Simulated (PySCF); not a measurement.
Spectrum to structure. Level of theory: PySCF 2.14.0, density-fitted response routines, TDDFT wB97X-D/def2-SVPD, vertical, gas phase, core orbitals frozen in the response. Geometries: PBE0-D3(BJ)/def2-SVP, one conformer each.

```
state  λ (nm)       f
   S1   184.2   0.070
   S2   177.7   0.030
   S3   172.2   0.011
   S4   164.4   0.157
   S5   161.0   0.163
   S6   158.9  0.0050
```

Question: Which candidate is it? All have the formula C4H8FNSi2.
A. `N#C[Si@@H]1[SiH2]CC[C@H]1F`
B. `N#C[C@@H]1[SiH2][SiH2]C[C@@H]1F`
C. `C#C[Si@@H]1C[C@@H](F)[SiH2]N1`

Answer: B. Its S1, at 6.73 eV, is the highest among the candidates; the nearest of the others has S1 at 6.13 eV. S1 is HOMO→LUMO (83%). Löwdin shares by element: HOMO silicon 50%, nitrogen 11%, carbon 10% or more (atoms not listed hold the other 29%); LUMO silicon 45%, carbon 16% or more (atoms not listed hold the other 39%). At the same level the other candidates give, for their lowest levels:
- `C#C[Si@@H]1C[C@@H](F)[SiH2]N1`: 209 nm (f 0.000); 201 nm (f 0.007); 198 nm (f 0.001); 193 nm (f 0.013); 175 nm (f 0.007); HOMO -9.54, LUMO 1.19 eV
- `N#C[Si@@H]1[SiH2]CC[C@H]1F`: 202 nm (f 0.010); 193 nm (f 0.088); 178 nm (f 0.135); 176 nm (f 0.028); 169 nm (f 0.009); HOMO -9.85, LUMO 0.85 eV
